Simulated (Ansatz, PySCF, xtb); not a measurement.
Noncovalent pair: C2H4 (SMILES C=C) (first 6 atoms) with CH3NO (SMILES NC=O); geometry from B3LYP-D3(BJ)/def2-TZVP, rigid monomers moved along the line of their centres of mass till C1···H10 is 2.38 Å.
(charge 0, multiplicity 1):
```xyz
12

C      0.45192     0.47743     0.73908
C     -0.42316    -0.51409     0.63306
H      1.20962     0.46829     1.51333
H      0.44869     1.31843     0.05562
H     -1.18063    -0.52779    -0.14183
H     -0.39737    -1.35252     1.31865
N     -0.94928     0.51484     3.66023
C     -0.06079    -0.33038     4.23192
O      0.75976    -0.98932     3.62974
H     -0.95368     0.62536     2.65607
H     -1.60402     1.03066     4.22056
H     -0.15486    -0.36564     5.33294
```

Interaction energies are E(AB) − E(A) − E(B) at the monomers' geometry in the complex; basis-set methods are counterpoise corrected. Rows marked so take none.

Frozen-core correlation. Rows in 6-311+G**, 6-31G* carry no dispersion term and start afresh at each structure (6-31G* with six Cartesian d functions). MP2/6-31G* freezes PySCF's default core.

The values were computed with Ansatz (Gaussian orbitals); PySCF for 6-311+G** rows, 6-31G* rows, the dispersion terms; xtb for the GFN methods. 

```json
[
 {"level": "GFN1-xTB", "interaction energy (kJ/mol)": "-12.6"},
 {"level": "HF/6-31G* (no counterpoise)", "interaction energy (kJ/mol)": "-3.6"},
 {"level": "PBE-D3(BJ)/def2-TZVPPD", "interaction energy (kJ/mol)": "-13.4"},
 {"level": "BP86/6-31G* (no counterpoise)", "interaction energy (kJ/mol)": "-10.5"},
 {"level": "B3LYP/6-311+G** (no counterpoise)", "interaction energy (kJ/mol)": "-1.6"},
 {"level": "B3LYP-D3(BJ)/def2-TZVPPD", "interaction energy (kJ/mol)": "-12.8"},
 {"level": "PBE0-D3(BJ)/def2-TZVPPD", "interaction energy (kJ/mol)": "-13.8"},
 {"level": "MP2/6-31G*", "interaction energy (kJ/mol)": "-2.1"},
 {"level": "CCSD(T)/aug-cc-pVDZ", "interaction energy (kJ/mol)": "___"}
]
```

### Question
What belongs in the gaps?

### Answer

- CCSD(T)/aug-cc-pVDZ, interaction energy (kJ/mol): -7.8

Ansatz is a first-principles code.
